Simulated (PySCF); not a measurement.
**From computed data to an observable: entropy of an ideal gas**

Al(F)2(SH) (AlF2HS), SMILES [F][Al]([F])[SH].

Geometry: B3LYP-D3(BJ)/def2-SVP. One conformer was computed; it need not be the lowest.

B3LYP-D3(BJ)/def2-SVP run with PySCF gives the harmonic wavenumbers 161, 230, 252, 257, 478, 665, 827, 967, 2663 cm⁻¹ and the rotational temperatures 0.3067, 0.1465, 0.0992 K. The molar mass is 98.05 g/mol, the symmetry number 1, the spin multiplicity 1.

Question: Work out the entropy at 298.15 K and 1 atm in the rigid-rotor, harmonic-oscillator model.

Answer: 
Translation (Sackur–Tetrode at 1 atm): S = R[1.5 ln M + 2.5 ln T − 1.16487] = 165.9 J/(mol K).
Rotation: q = (√π/σ) T^1.5/√(θA θB θC) = 137000, S = R[ln q + 3/2] = 110.8 J/(mol K).
Vibration: with u = 1.4388 ν/T, each mode gives R[u/(e^u − 1) − ln(1 − e^−u)]:
```tsv
ν (cm⁻¹)	modes	u	S (J/(mol K))
161	1	0.78	10.62
230	1	1.11	7.86
252	1	1.22	7.18
257	1	1.24	7.04
478	1	2.31	2.99
665	1	3.21	1.47
827	1	3.99	0.78
967	1	4.67	0.45
```
The stiffer modes add less than 0.005 each. Sum 38.4 J/(mol K).
Spin: R ln 1 = 0.0 J/(mol K).
Total 315.1 J/(mol K); the program's own thermochemistry gives 315.1. Translation makes up 53 % and vibration 12 %. Anharmonicity, hindered rotation and orbital degeneracy are left out.
